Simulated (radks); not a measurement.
Question: Rh3+, 42 electrons, occupied as [Kr] 4d5 5s1 (not the ground configuration). All-electron calculation, scalar-relativistic Kohn-Sham, OLYP, spin-unpolarised, spherical densities, point nucleus. Program: a radial shooting solver on a logarithmic mesh with Libxc functionals. Some entries of the table are withheld. Estimate them.

| orbital | occ. | eigenvalue (hartree) | <r^2> (bohr^2) | <r> (bohr) |
|---|---|---|---|---|
| 1s | 2 | -848.1507 | 0.001438 | 0.03263 |
| 2s | 2 | -124.4422 | 0.02374 | 0.1419 |
| 2p | 6 | -111.7087 | 0.01869 | 0.1237 |
| 3s | 2 | (1) | 0.1743 | 0.3903 |
| 3p | 6 | -19.36024 | 0.1768 | 0.3900 |
| 3d | 10 | -12.67530 | 0.1631 | 0.3695 |
| 4s | 2 | -4.55308 | 1.057 | 0.9671 |
| 4p | 6 | -3.35046 | 1.264 | 1.053 |
| 4d | 5 | -1.60543 | (2) | 1.320 |
| 5s | 1 | -1.14416 | (3) | 2.420 |
| 5p | 0 | -0.87772 | (4) | 2.843 |
| 6s | 0 | -0.52245 | 25.03 | 4.738 |

Answer: 
(1) 3s eigenvalue (hartree): -23.54757
(2) 4d <r^2> (bohr^2): 2.042
(3) 5s <r^2> (bohr^2): 6.575
(4) 5p <r^2> (bohr^2): 9.076
